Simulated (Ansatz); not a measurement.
C$_{3}$H$_{5}$BClF, SMILES `FC1(Cl)CBC1`, relaxed with RKS PBE0-D4/def2-TZVP in Ansatz 0.2.0 from a PBE-D4/def2-SVP geometry. The force threshold is 0.005 eV/Å; the program also tests the step.

Total charge 0; spin multiplicity 1.

Start:

```xyz
11

F     0.683    1.646   -1.135
C     0.495    0.391   -0.628
Cl    1.590   -0.755   -1.531
C     0.685    0.211    0.892
B    -0.569   -0.758    0.798
C    -0.948   -0.156   -0.623
H     1.682   -0.067    1.282
H     0.359    1.152    1.395
H    -1.029   -1.628    1.504
H    -1.643    0.702   -0.463
H    -1.306   -0.740   -1.490
```

Q: By how much does the energy fall, and how many steps does the optimiser take? (Best estimate.)

A: The calculation gave: 4.47 kJ/mol, in 7 steps.

Q: Which bonds change most? (Estimate.)

A: Ansatz gave: C2–Cl3 from 1.824 to 1.790 Å; B5–H9 from 1.211 to 1.190 Å; C4–H7 from 1.106 to 1.088 Å; C6–H11 from 1.106 to 1.088 Å.

Q: Give the relaxed structure. (Estimate.)

A: The calculation gave: 
```xyz
11

F     0.669    1.634   -1.118
C     0.493    0.379   -0.623
Cl    1.580   -0.718   -1.528
C     0.680    0.206    0.885
B    -0.574   -0.749    0.800
C    -0.939   -0.158   -0.617
H     1.659   -0.082    1.262
H     0.370    1.138    1.378
H    -1.032   -1.596    1.500
H    -1.623    0.689   -0.471
H    -1.282   -0.744   -1.467
```
